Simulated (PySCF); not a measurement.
Values are calculated unless marked as measured or tabulated.
# Al2SiH5O4

Al2SiH5O4 is a small molecule (built as: end group SiH2), neutral, doublet. The structure, one conformer, was relaxed in the gas phase by PBE0-D3(BJ)/def2-SVP. No frequency run checks that it is a minimum.

SMILES: [OH][Al]([OH])[O][Al]([OH])[SiH2]

| atom | x (Å) | y (Å) | z (Å) |
| --- | --- | --- | --- |
| O1 | 3.097 | 1.121 | 0.541 |
| Al2 | 1.728 | 0.206 | 0.950 |
| O3 | 1.884 | -0.981 | 2.151 |
| O4 | 0.225 | 0.464 | 0.221 |
| Al5 | -1.340 | 0.383 | -0.428 |
| O6 | -2.436 | 1.673 | -0.349 |
| Si7 | -2.104 | -1.589 | -1.495 |
| H8 | 3.110 | 1.775 | -0.159 |
| H9 | 2.721 | -1.175 | 2.576 |
| H10 | -2.306 | 2.533 | 0.053 |
| H11 | -3.359 | -1.705 | -2.291 |
| H12 | -1.182 | -2.734 | -1.753 |

EPR values by unrestricted B3LYP, IGLO-III on Al O Si, pcH-1 on H.

Task: Predict g and the largest hyperfine couplings. Where does the spin sit?

Result: g = 2.0023, 2.0044, 2.0066. The spin sits on Si7 (101 %, bonded to 1 Al + 2 H) by Mulliken populations.
```tsv
atom	isotope	isotropic (MHz)	dipolar, principal values (MHz)
Si7	29Si	-136.4	-172.6, 84.9, 87.8
Al5	27Al	-43.9	-8.9, -4.8, 13.7
H12	1H	-35.0	-11.2, 3.1, 8.1
H11	1H	-34.9	-11.1, 2.9, 8.2
H10	1H	-1.7	-1.8, -1.0, 2.8
O6	17O	1.1	-3.7, 1.6, 2.1
```

Task: How do the isotropic couplings move with BHandHLYP?

Result: Si7 -136.4 to -162.0 MHz, Al5 -43.9 to -56.3 MHz, H12 -35.0 to -38.0 MHz, H11 -34.9 to -38.0 MHz.

The geometry optimisation stopped short of its threshold.

The 2 runs behind this took 5.7 min in all, one thread each of Arm Neoverse N1 on a shared host, launched as `OMP_NUM_THREADS=1 python cluster_run.py task.json out`.
